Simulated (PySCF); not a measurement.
From one molecule to another.

First species: C₃H₈ClNSi₂.
SMILES: `[H]/N=C\C(=C)[SiH2][SiH2]Cl`

Second species: C₆H₈N₂.
InChI=1S/C6H8N2/c7-3-1-6-2-4-8-5-6/h5-6H,1-2,4H2/t6-/m1/s1

Levels: PBE0/def2-SVPD for HOMO energy, LUMO energy, HOMO–LUMO gap and static isotropic polarisability; TDDFT PBE0/def2-SVPD for lowest singlet excitation; TDA PBE0/def2-SVPD for lowest triplet excitation (Tamm–Dancoff). Geometries: GFN2-xTB. All species are isolated and taken at one optimised geometry, non-relativistic unless stated; the electronic structure was computed with PySCF and density fitting.

The conformers computed, where there is a choice (atom-mapped SMILES and torsion angles):
- `[H]/[N:4]=[CH:3]\[C:2](=[CH2:1])[SiH2:5][SiH2:6][Cl:7]`: C1–C2–C3–N4 40°, C1–C2–Si5–Si6 -105°, C2–Si5–Si6–Cl7 32°

The conformers of `N#CC[C@H]1C=NCC1` aren't listed.

```json
{"property": "HOMO energy", "column X": "-7.79 eV", "column Y": "-7.51 eV"}
{"property": "LUMO energy", "column X": "-0.51 eV", "column Y": "-1.64 eV"}
{"property": "HOMO–LUMO gap", "column X": "7.28 eV", "column Y": "5.87 eV"}
{"property": "lowest singlet excitation", "column X": "5.30 eV", "column Y": "4.27 eV"}
{"property": "lowest triplet excitation (Tamm–Dancoff)", "column X": "4.42 eV", "column Y": "3.47 eV"}
{"property": "static isotropic polarisability", "column X": "76.1 au", "column Y": "111.2 au"}
```

**Question.** Which column belongs to which species?

**Answer.** Column X is the second species and column Y the first. The first has 15 atoms and 78 electrons, the second 16 and 58.

**Question.** How does each property change from the first species to the second?

**Answer.** HOMO energy -0.28 eV; LUMO energy +1.13 eV; HOMO–LUMO gap +1.41 eV; lowest singlet excitation +1.03 eV; lowest triplet excitation (Tamm–Dancoff) +0.95 eV; static isotropic polarisability -35.1 au.

On the first: The vertical singlet–triplet gap S1 − T1 is 0.80 eV (TDDFT singlet less Tamm–Dancoff triplet; S1: HOMO→LUMO, weight 0.91; T1: HOMO→LUMO, weight 0.69). The principal polarisabilities are 102.0, 109.7 and 121.8 au; their mean is the isotropic value.

On the second: The principal polarisabilities are 59.3, 75.3 and 93.6 au; their mean is the isotropic value. No computed singlet falls in the visible range (750 to 380 nm, 1.65 to 3.26 eV); S1 lies 2.04 eV above its blue end.
